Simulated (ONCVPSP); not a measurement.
**F: excitation energies, all-electron against ONCV**

- Element: fluorine
- Generator: ONCVPSP 4.0.1
- Type: optimised norm-conserving Vanderbilt (ONCV)
- Functional: PBE
- Relativity: scalar-relativistic
- Frozen core: [He]
- Valence charge: 7
- Reference configuration: 2s1.75 2p5.25
- Partial waves: 2s: rc 0.85 bohr, ncon 3, nbas 7, qcut 9.9 1/bohr, 2 projectors, debl 3.4 Ha; 2p: rc 1.50 bohr, ncon 3, nbas 8, qcut 8.3 1/bohr, 2 projectors, debl 3.6 Ha; d scattering state at 0.13 Ha: rc 1.40 bohr, ncon 4, nbas 7, qcut 6.8 1/bohr, 2 projectors, debl 3.8 Ha
- Local potential: polynomial inside 0.80 bohr (lpopt 5, dvloc0 0 Ha)
- Core correction: Teter function fitted to the true core (icmod 2), fcfact 0.65

Energies are relative to the spin-unpolarised reference configuration 2s1.75 2p5.25; without spin polarisation the order of configurations can differ from experiment.

Q: Give the all-electron excitation energy and the error of the potential for: 2s2 2p5; 2s2 2p4; 2s2 2p3; 2s1 2p6.

A:

```
valence configuration  charge  ΔE all-electron (eV)  error AE − PS (meV)
              2s2 2p5       0                -4.699                 -0.5
              2s2 2p4      +1                14.691                 +104
              2s2 2p3      +2                53.076                 +601
              2s1 2p6       0                14.115                 +1.8
```

Levels in the configuration 2s1 2p6:

| level | all-electron (eV) | pseudo (eV) |
| --- | --- | --- |
| 2s | -30.379 | -30.442 |
| 2p | -11.540 | -11.606 |
